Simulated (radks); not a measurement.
Values are calculated unless marked as measured or tabulated.
Numerical settings for the lutetium ion Lu+, [Xe] 4f14 6s2. Code: a radial shooting solver on a logarithmic mesh with Libxc functionals. Model: Dirac Kohn-Sham, PBE, spin-unpolarised, spherical densities, finite nucleus; Fermi nuclear charge, rms radius 5.37 fm. The defaults (mesh step 0.008 in ln r, mesh end at 40 bohr or more with all orbitals vanishing there, Anderson mixing 0.5 over 9 steps, residual threshold near 1e-9 with the energy settled to 1e-9 hartree or 1e-11 of itself, here a cap of 76 iterations) give E = -14579.0058 hartree and 6s1/2 at -11.044 eV in 17 iterations. Run on one thread of a shared host, so times are rough (Intel(R) Xeon(R) Platinum 8488C): 0.24 s of CPU time, 0.24 s wall, 17 iterations on 2360 mesh points. Changes against that run (0 stands for a change within the tolerance of the run):

| setting | iterations | converged | E (mhartree) | e(6s1/2) (meV) | CPU (s) |
|---|---|---|---|---|---|
| mesh step in ln r 0.005 | 17 | yes | 0 | 0 | 0.34 |
| mesh step in ln r 0.08 | 4 | no | diverged | - | 0.03 |
| mesh step in ln r 0.02 | 17 | yes | 0 | 0 | 0.1 |
| mesh end (bohr) 12 | 17 | yes | +0.00548 | +0.436 | 0.23 |
| mesh end (bohr) 400 | 17 | yes | 0 | 0 | 0.26 |
| residual threshold 0.001 | 10 | yes | +0.000663 | +1.56 | 0.16 |
| residual threshold 1e-16 | 76 | no | 0 | 0 | 0.57 |
| mixing 0.01 | 51 | yes | 0 | 0 | 0.62 |
| linear mixing, mixing 0.05 | 76 | no | +0.0739 | -63.3 | 1.1 |
| linear mixing, mixing 0.8 | 76 | no | +1.62e+05 | -6.38e+03 | 3 |
| mixing history 3 | 19 | yes | 0 | 0 | 0.28 |
| iteration cap 3 | 3 | no | +141 | -963 | 0.07 |

No run marked as converged misses the energy by more than 1 mhartree. A mesh that ends early acts as a hard wall.
